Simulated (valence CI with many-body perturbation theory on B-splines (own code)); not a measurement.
**E1 line list for Ne4+**

Method: relativistic CI+MBPT: four valence electrons over a frozen Dirac-Fock core [He], radial functions for each j: 11 s, 11 p, 9 d, 7 f, 5 g, 2 h, 1 i, with the one-electron correlation potential Σ1, the two-electron term Σ2, the three-electron term Σ3, Breit, model QED; selected CI, second order for the rest, scaled by the run's own slope (own B-spline code, finite nucleus).

Set against measurement, 24 paired levels are off by 82 cm⁻¹ on average, the worst by 205. These come from a selection out of NIST levels in Podobedova, Fuhr, Reader and Wiese, J. Phys. Chem. Ref. Data 33, 525 (2004). Levels without a partner in it may be off by more. Among the levels kept, up to 260 cm⁻¹ of a level comes from second order outside the variational space, and about a tenth of that is noise between levels of different J, which matters for small intervals. 3 measured levels below the end of the list, from 690000 cm⁻¹ on, found no clear computed partner, and computed levels of the same name lie up to 8653 cm⁻¹ from them.

Lines 101 to 150 of 265 in falling wavelength, among levels below 777320 cm⁻¹, chosen from the strongest by gf and those to the six lowest levels. Wavelengths and rates use the calculated energies, so an error of 80 cm⁻¹ moves a line at 68.69 nm by 0.055 % and its rate by three times that or more. Electric multipoles are in the length gauge, E1 and E2 with the static RPA response of the core. Weak lines are less certain than strong ones. Lines between different terms over intervals too small for the method are left out, as are lines whose strength nearly cancels.

```csv
λ vac (nm),λ from measured levels,Upper,Lower,A (s⁻¹),S (a.u.) with core polarisation,S without
68.69,68.66,2s 2p3 3D°_1,2s2 2p2 1D_2,2.41e+04,1.16e-05,1.17e-05
60.25,,2p4 1D_2,2s 2p3 1D°_2,4.41e+09,2.38e+00,2.39e+00
57.22,57.23,2s 2p3 3D°_3,2s2 2p2 3P_2,1.13e+09,7.31e-01,7.36e-01
57.20,57.21,2s 2p3 3D°_2,2s2 2p2 3P_2,2.58e+08,1.19e-01,1.20e-01
57.19,57.20,2s 2p3 3D°_1,2s2 2p2 3P_2,2.70e+07,7.48e-03,7.53e-03
56.97,56.98,2s 2p3 3D°_2,2s2 2p2 3P_1,8.86e+08,4.04e-01,4.07e-01
56.96,56.98,2s 2p3 3D°_1,2s2 2p2 3P_1,4.64e+08,1.27e-01,1.28e-01
56.83,56.84,2s 2p3 3D°_1,2s2 2p2 3P_0,6.62e+08,1.80e-01,1.81e-01
56.22,,2s 2p3 3P°_2,2s2 2p2 1D_2,4.93e+04,2.16e-05,2.17e-05
56.22,,2s 2p3 3P°_1,2s2 2p2 1D_2,2.79e+05,7.33e-05,7.38e-05
50.84,,2p4 1S_0,2s 2p3 1P°_1,1.17e+10,7.61e-01,7.67e-01
48.89,,2p4 3P_2,2s 2p3 3P°_1,4.46e+08,1.29e-01,1.30e-01
48.89,,2p4 3P_2,2s 2p3 3P°_2,1.26e+09,3.64e-01,3.67e-01
48.71,,2p4 3P_1,2s 2p3 3P°_0,5.87e+08,1.00e-01,1.01e-01
48.70,,2p4 3P_1,2s 2p3 3P°_1,4.02e+08,6.88e-02,6.93e-02
48.70,,2p4 3P_1,2s 2p3 3P°_2,8.03e+08,1.37e-01,1.38e-01
48.62,,2p4 3P_0,2s 2p3 3P°_1,1.83e+09,1.04e-01,1.05e-01
48.27,,2s 2p3 3P°_2,2s2 2p2 3P_2,2.38e+09,6.59e-01,6.64e-01
48.27,,2s 2p3 3P°_1,2s2 2p2 3P_2,1.27e+09,2.12e-01,2.14e-01
48.11,,2s 2p3 3P°_2,2s2 2p2 3P_1,7.41e+08,2.04e-01,2.05e-01
48.11,,2s 2p3 3P°_1,2s2 2p2 3P_1,8.29e+08,1.37e-01,1.38e-01
48.10,48.13,2s 2p3 3P°_0,2s2 2p2 3P_1,3.15e+09,1.73e-01,1.74e-01
48.01,,2s 2p3 3P°_1,2s2 2p2 3P_0,1.03e+09,1.69e-01,1.70e-01
46.40,,2s 2p3 3S°_1,2s2 2p2 1S_0,3.95e+05,5.84e-05,5.89e-05
42.22,,2p4 3P_2,2s 2p3 3D°_2,1.26e+09,2.33e-01,2.35e-01
42.21,,2p4 3P_2,2s 2p3 3D°_3,6.67e+09,1.24e+00,1.25e+00
42.08,,2p4 3P_1,2s 2p3 3D°_1,2.04e+09,2.25e-01,2.26e-01
42.08,,2p4 3P_1,2s 2p3 3D°_2,5.90e+09,6.51e-01,6.55e-01
42.02,,2p4 3P_0,2s 2p3 3D°_1,7.90e+09,2.89e-01,2.91e-01
41.66,,2s 2p3 1P°_1,2s2 2p2 1S_0,3.04e+09,3.26e-01,3.28e-01
41.60,41.62,2s 2p3 1D°_2,2s2 2p2 1D_2,9.52e+09,1.69e+00,1.70e+00
40.13,,2s 2p3 3S°_1,2s2 2p2 1D_2,7.21e+05,6.90e-05,6.93e-05
37.08,37.11,2s 2p3 1D°_2,2s2 2p2 3P_2,2.74e+06,3.45e-04,3.47e-04
36.99,37.02,2s 2p3 1D°_2,2s2 2p2 3P_1,1.28e+05,1.60e-05,1.61e-05
36.53,,2s 2p3 1P°_1,2s2 2p2 1D_2,1.34e+10,9.65e-01,9.71e-01
35.91,,2s 2p3 3S°_1,2s2 2p2 3P_2,1.20e+10,8.24e-01,8.30e-01
35.82,,2s 2p3 3S°_1,2s2 2p2 3P_1,7.19e+09,4.89e-01,4.92e-01
35.77,,2s 2p3 3S°_1,2s2 2p2 3P_0,2.39e+09,1.62e-01,1.63e-01
33.00,,2s 2p3 1P°_1,2s2 2p2 3P_2,5.48e+05,2.92e-05,2.94e-05
32.93,,2s 2p3 1P°_1,2s2 2p2 3P_1,4.92e+06,2.60e-04,2.62e-04
32.88,,2s 2p3 1P°_1,2s2 2p2 3P_0,9.16e+04,4.82e-06,4.86e-06
30.81,,2p4 3P_2,2s 2p3 5S°_2,2.93e+05,2.12e-05,2.13e-05
30.74,,2p4 3P_1,2s 2p3 5S°_2,1.30e+05,5.60e-06,5.62e-06
28.69,,2p4 1D_2,2s 2p3 5S°_2,8.57e+01,5.00e-09,5.02e-09
21.03,,2s2 2p 3p 3P_2,2s 2p3 3D°_3,1.54e+09,3.53e-02,3.51e-02
19.58,,2s 2p2 3s 3P_0,2s 2p3 3P°_1,8.79e+09,3.26e-02,3.24e-02
19.57,,2s 2p2 3s 3P_1,2s 2p3 3P°_0,3.04e+09,3.37e-02,3.36e-02
19.57,,2s 2p2 3s 3P_1,2s 2p3 3P°_1,2.32e+09,2.57e-02,2.56e-02
19.57,,2s 2p2 3s 3P_1,2s 2p3 3P°_2,3.59e+09,3.98e-02,3.97e-02
19.54,,2s 2p2 3s 3P_2,2s 2p3 3P°_1,2.32e+09,4.27e-02,4.25e-02
```
